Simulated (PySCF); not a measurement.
These 2 structures share the formula C5H2F3NS. Method: PySCF 2.14.0, PBE0-D3(BJ)/def2-SVP geometry optimisation, gas phase. One conformer each; no zero-point energy, no entropy. No frequencies were run at this level. Point groups hold within 0.08 Å.

Question: Rank from lowest to highest electronic energy at this level (kcal/mol).
A. `[F:1][C:2]([F:3])=[C:4]([F:5])[c:6]1[cH:7][n:8][s:9][cH:10]1` with C2–C4–C6–C7 1°
B. `[F:1][C:2]([F:3])=[C:4]([F:5])[c:6]1[cH:7][s:8][cH:9][n:10]1` with C2–C4–C6–C7 -177°

Answer: B (0.0), A (5.8).

```tsv
SMILES	E (Eh)	E rel (kcal/mol)	dipole (D)	point group	A, B, C (MHz)
FC(F)=C(F)c1cscn1	-942.93086	0.0	2.17	near Cs	2800, 676.9, 545.2
FC(F)=C(F)c1cnsc1	-942.92156	5.8	1.11	Cs	2783, 668.3, 538.9
```

Question: How do the relative energies change in single points at CAM-B3LYP/def2-SVPD (no added dispersion term) on the same geometries?

Answer: 
```csv
SMILES,PBE0-D3(BJ)/def2-SVP (kcal/mol),CAM-B3LYP/def2-SVPD (kcal/mol),shift
FC(F)=C(F)c1cscn1,0.0,0.0,0.0
FC(F)=C(F)c1cnsc1,5.8,4.9,-0.9
```

Each column counts from its own lowest isomer. The order is unchanged; the largest shift is 0.9 kcal/mol.

Question: As an exercise, what shares would exp(−E/RT) give at 2000 K from these electronic energies alone (no entropy, no degeneracies)?

Answer: RT = 3.974 kcal/mol: FC(F)=C(F)c1cscn1 81.3 %, FC(F)=C(F)c1cnsc1 18.7 %.
